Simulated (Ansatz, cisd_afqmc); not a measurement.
Species: GaH₃S, charge 0, singlet. GaH3S (SMILES [SH][GaH2]).
B3LYP-D3(BJ)/def2-TZVP minimum from Ansatz (a program for electronic structure):
```xyz
5

Ga    -0.4610    -0.5604     0.0613
H      0.1335    -1.9159     0.5539
H     -1.9476    -0.2713    -0.3178
S      0.9996     1.0970    -0.1004
H      0.1110     2.0086    -0.5301
```

Atomisation energy term by term, kcal/mol (programs: Ansatz, cisd_afqmc). Radicals and triplets start from unrestricted determinants; spin-orbit coupling is neglected. Correlated methods leave the cores frozen (noble-gas shells, and filled d and f shells in the p block). No relativity. AFQMC/CISD: phaseless, guided by CISD from CCSD amplitudes; bars are statistical, one sigma. Outlying blocks are dropped, and bars are widened where a walk drifts. Over all cases where full CI ran beside it in this data, AFQMC minus full CI had a median of +0.1 mEh and passed +0.4 mEh in a tenth of the cases. CBS(X,Y): correlation extrapolated as X^-3, Hartree-Fock from the larger set. A bracket is a step between two methods taken in the basis named. For partners of very few electrons the exact lower level stands in for a higher one.

```json
[
 {"term": "Hartree-Fock", "basis": "def2-QZVPP", "kcal/mol": "213.36"},
 {"term": "CCSD correlation", "basis": "CBS(def2-TZVPP,def2-QZVPP)", "kcal/mol": "75.36"},
 {"term": "(T)", "basis": "CBS(def2-TZVPP,def2-QZVPP)", "kcal/mol": "4.21"},
 {"term": "CCSDT(Q) - CCSD(T)", "basis": "def2-TZVPP", "kcal/mol": "0.21"},
 {"term": "CCSDTQ - CCSDT(Q)", "basis": "def2-SVP", "kcal/mol": "-0.01"},
 {"term": "sum: De", "basis": "", "kcal/mol": "293.1"}
]
```

The step beyond CCSD(T) by other levels: CCSDTQ in def2-SVP 0.39; AFQMC/CISD in def2-SVP 0.46 ± 0.19; CCSDT(Q) in def2-SVP 0.40 kcal/mol.
